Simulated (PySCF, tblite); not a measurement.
Compound: C4H5O2P.
Geometry (GFN2-xTB, Å), atoms numbered from 1 in this order:
```
atom  x, y, z in Å
C1    -1.556   -0.859    0.191
C2    -0.181   -0.274    0.236
O3     0.740   -0.835    0.803
C4     0.049    1.021   -0.462
P5     1.866    1.475   -0.386
C6     2.359    0.164    0.548
O7     3.232   -0.394    1.088
H8    -1.725   -1.486    1.063
H9    -1.624   -1.492   -0.695
H10   -2.316   -0.087    0.121
H11   -0.545    1.802    0.023
H12   -0.300    0.965   -1.496
```

Method: B3LYP/def2-SVPD in PySCF (dipole) on a GFN2-xTB geometry, gas phase.

Masses are those of the commonest isotopes; rigid-rotor values at the optimised geometry. The values belong to one conformer with, in the numbering `[CH3:1][C:2](=[O:3])[CH2:4][P:5]=[C:6]=[O:7]`, C1–C2–C4–P5 -175°, C2–C4–P5–C6 -3°.

(1) What are A, B and C (MHz)?

(2) Classify the top.

(3) What does the inertial defect say?

(4) Give the other two planar moments, Paa and Pbb, and the rms extents of the mass along the axes.

(5) Where do the levels up to J = 5 lie, in cm⁻¹?

(6) Predict some low-J microwave lines.

## Answers

(1) Ia = 129.51, Ib = 281.68, Ic = 404.80 u·Å²; 505379 MHz·u·Å²/I gives A = 3902, B = 1794, C = 1248 MHz.

(2) An asymmetric top; Ray's κ = -0.589.

(3) Not planar: Δ = Ic − Ia − Ib = -6.40 u·Å². For a rigid frame Δ = −2 Σ m c², so Σ m c² = 3.20 u·Å² lies off the ab plane: 3.12 from hydrogen and 0.08 from heavier atoms. The atom farthest from that plane is 1.09 Å away.

(4) Paa = Σ m a² = (Ib + Ic − Ia)/2 = 278.48 and Pbb = Σ m b² = (Ia + Ic − Ib)/2 = 126.31 u·Å². With the mass M = 116.00 u, the rms extents √(P/M) along a, b and c are 1.55, 1.04, 0.17 Å.

(5) Above 0(0,0):
J = 1: 1(0,1) 0.1015, 1(1,1) 0.1718, 1(1,0) 0.1900
J = 2: 2(0,2) 0.3014, 2(1,2) 0.3566, 2(1,1) 0.4112, 2(2,1) 0.6222, 2(2,0) 0.6253
J = 3: 3(0,3) 0.5940, 3(1,3) 0.6320, 3(1,2) 0.7408, 3(2,2) 0.9266, 3(2,1) 0.9416, 3(3,1) 1.3255, 3(3,0) 1.3259
J = 4: 4(0,4) 0.9732, 4(1,4) 0.9962, 4(1,3) 1.1759, 4(2,3) 1.3302, 4(2,2) 1.3718, 4(3,2) 1.7368, 4(3,1) 1.7391, 4(4,1) 2.2881, 4(4,0) 2.2881
J = 5: 5(0,5) 1.4351, 5(1,5) 1.4476, 5(1,4) 1.7117, 5(2,4) 1.8308, 5(2,3) 1.9178, 5(3,3) 2.2519, 5(3,2) 2.2608, 5(4,2) 2.8024, 5(4,1) 2.8026, 5(5,1) 3.5108, 5(5,0) 3.5108
The levels of one J sum to (2J + 1)J(J + 1)(A + B + C)/3.

(6) The dipole components are |μa| = 5.86 D, |μb| = 1.88 D, |μc| = 0.01 D. Intensities carry the squares of the components, which stand as 1.00 : 0.10 : 0.00 (a : b : c). Some lines, for components of 0.1 D or more:

```json
{"type": "a", "branch": "Q", "J(Ka,Kc)": "1(1,0) ← 1(1,1)", "MHz": "546", "lower level (cm⁻¹)": "0.172"}
{"type": "a", "branch": "Q", "J(Ka,Kc)": "5(2,3) ← 5(2,4)", "MHz": "2610", "lower level (cm⁻¹)": "1.831"}
{"type": "a", "branch": "Q", "J(Ka,Kc)": "4(1,3) ← 4(1,4)", "MHz": "5388", "lower level (cm⁻¹)": "0.996"}
{"type": "b", "branch": "Q", "J(Ka,Kc)": "4(1,3) ← 4(0,4)", "MHz": "6077", "lower level (cm⁻¹)": "0.973"}
{"type": "a", "branch": "R", "J(Ka,Kc)": "2(1,1) ← 1(1,0)", "MHz": "6631", "lower level (cm⁻¹)": "0.190"}
{"type": "a", "branch": "R", "J(Ka,Kc)": "3(2,1) ← 2(2,0)", "MHz": "9483", "lower level (cm⁻¹)": "0.625"}
{"type": "a", "branch": "R", "J(Ka,Kc)": "3(1,2) ← 2(1,1)", "MHz": "9882", "lower level (cm⁻¹)": "0.411"}
{"type": "b", "branch": "Q", "J(Ka,Kc)": "4(2,3) ← 4(1,4)", "MHz": "10012", "lower level (cm⁻¹)": "0.996"}
{"type": "b", "branch": "Q", "J(Ka,Kc)": "4(3,1) ← 4(2,2)", "MHz": "11011", "lower level (cm⁻¹)": "1.372"}
{"type": "b", "branch": "Q", "J(Ka,Kc)": "3(3,0) ← 3(2,1)", "MHz": "11521", "lower level (cm⁻¹)": "0.942"}
{"type": "a", "branch": "R", "J(Ka,Kc)": "4(2,3) ← 3(2,2)", "MHz": "12098", "lower level (cm⁻¹)": "0.927"}
{"type": "a", "branch": "R", "J(Ka,Kc)": "4(3,2) ← 3(3,1)", "MHz": "12330", "lower level (cm⁻¹)": "1.326"}
{"type": "a", "branch": "R", "J(Ka,Kc)": "4(3,1) ← 3(3,0)", "MHz": "12389", "lower level (cm⁻¹)": "1.326"}
{"type": "a", "branch": "R", "J(Ka,Kc)": "4(2,2) ← 3(2,1)", "MHz": "12899", "lower level (cm⁻¹)": "0.942"}
{"type": "a", "branch": "R", "J(Ka,Kc)": "4(1,3) ← 3(1,2)", "MHz": "13043", "lower level (cm⁻¹)": "0.741"}
{"type": "b", "branch": "R", "J(Ka,Kc)": "2(2,0) ← 1(1,1)", "MHz": "13594", "lower level (cm⁻¹)": "0.172"}
{"type": "b", "branch": "R", "J(Ka,Kc)": "5(1,5) ← 4(0,4)", "MHz": "14222", "lower level (cm⁻¹)": "0.973"}
{"type": "a", "branch": "R", "J(Ka,Kc)": "5(2,4) ← 4(2,3)", "MHz": "15007", "lower level (cm⁻¹)": "1.330"}
{"type": "a", "branch": "R", "J(Ka,Kc)": "5(1,4) ← 4(1,3)", "MHz": "16063", "lower level (cm⁻¹)": "1.176"}
{"type": "a", "branch": "R", "J(Ka,Kc)": "5(2,3) ← 4(2,2)", "MHz": "16368", "lower level (cm⁻¹)": "1.372"}
{"type": "b", "branch": "R", "J(Ka,Kc)": "4(2,2) ← 3(1,3)", "MHz": "22180", "lower level (cm⁻¹)": "0.632"}
{"type": "b", "branch": "R", "J(Ka,Kc)": "4(3,1) ← 3(2,2)", "MHz": "24358", "lower level (cm⁻¹)": "0.927"}
{"type": "b", "branch": "R", "J(Ka,Kc)": "5(3,3) ← 4(2,2)", "MHz": "26383", "lower level (cm⁻¹)": "1.372"}
```

Its GFN2-xTB frequencies are all real (lowest 58 cm⁻¹). Zero-point vibration and centrifugal distortion are left out. A rigid rotor knows nothing of internal rotation, which can split or shift real lines.
